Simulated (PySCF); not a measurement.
CBr3, multiplicity 2. Atoms are numbered in the order given.

```xyz
4

C      0.0000     0.0000     0.2160
Br     1.5925     0.9194    -0.0123
Br    -1.5925     0.9194    -0.0123
Br     0.0000    -1.8389    -0.0123
```
Charge 0, spin multiplicity 2.

Coordinates come from a ωB97X-D3(BJ)/def2-SVP optimisation.

Method: PBE/def2-TZVP in PySCF.

Task: Estimate the frontier levels, dipole moment and polarisability. (The exact figures need the calculation; the answer reports its results.)

Result: 
| Property | Value |
|---|---|
| α spin, highest occupied and lowest empty level | -4.87 and -2.73 eV |
| β spin, highest occupied and lowest empty level | -7.00 and -3.49 eV |
| dipole moment | 0.17 D |
| quadrupole, principal values (traceless, Buckingham form, about the centre of nuclear charge) | -2.99, 1.49, 1.49 D·Å |
| mean static polarisability | 72.9 bohr³ (10.80 Å³) |
| polarisability, principal values | 46.9, 85.8, 85.8 bohr³ |
| ⟨S²⟩ | 0.753 (pure state 0.75) |
